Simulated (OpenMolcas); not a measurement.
An OpenMolcas run meant for Sc II (ANO-RCC-VTZP, DKH4; inactive shells 1s 2s 2p 3s 3p; intended active space 2 electrons in 6 orbitals (3d 4s)). One step of its input:

```
&CASPT2
Multistate=15 1 2 3 4 5 6 7 8 9 10 11 12 13 14 15
Frozen=2 3
IPAE=0.25
Imaginary=0.1
MaxIter=60
WThr=0.0 0.3 0.05
PrWF=0.5
NoMix
```

Lines from the output:

```
|        MOLCAS_PRINT = 2
  |       MOLCAS_SOURCE = <dir>
  |    MOLCAS_STRUCTURE = 0
  |
   --------------------------------------------------------------------------------------
++ ---------   Input file   ---------
>>> COPY JOB001 $Project.JobIph
&CASPT2
Multistate=15 1 2 3 4 5 6 7 8 9 10 11 12 13 14 15
Frozen=2 3
IPAE=0.25
Imaginary=0.1
MaxIter=60
WThr=0.0 0.3 0.05
PrWF=0.5
NoMix
-- ----------------------------------
>>> COPY JOB001 a.JobIph
*** symbolic link created: INPORB -> a.RasOrb
--- Start Module: caspt2 at  ---
()()()()()()()()()()()()()()()()()()()()()()()()()()()()()()()()()()()()()()()()()()()()()()()()()()
                                              &CASPT2
                                   only a single process is used
                       available to each process: 2.3 GB of memory, 1 thread
()()()()()()()()()()()()()()()()()()()()()()()()()()()()()()()()()()()()()()()()()()()()()()()()()()
 ###    ERROR: Unrecognized keyword: IPAE                                    ###
--- Stop Module: caspt2 at  /rc=_RC_INPUT_ERROR_ ---
.####################.
.# User input error #.
.####################.
```

Question: What is wrong with the input?

Answer: A keyword is misspelt. OpenMolcas reads the first four letters of a keyword, so the setting is refused or falls back to its default.
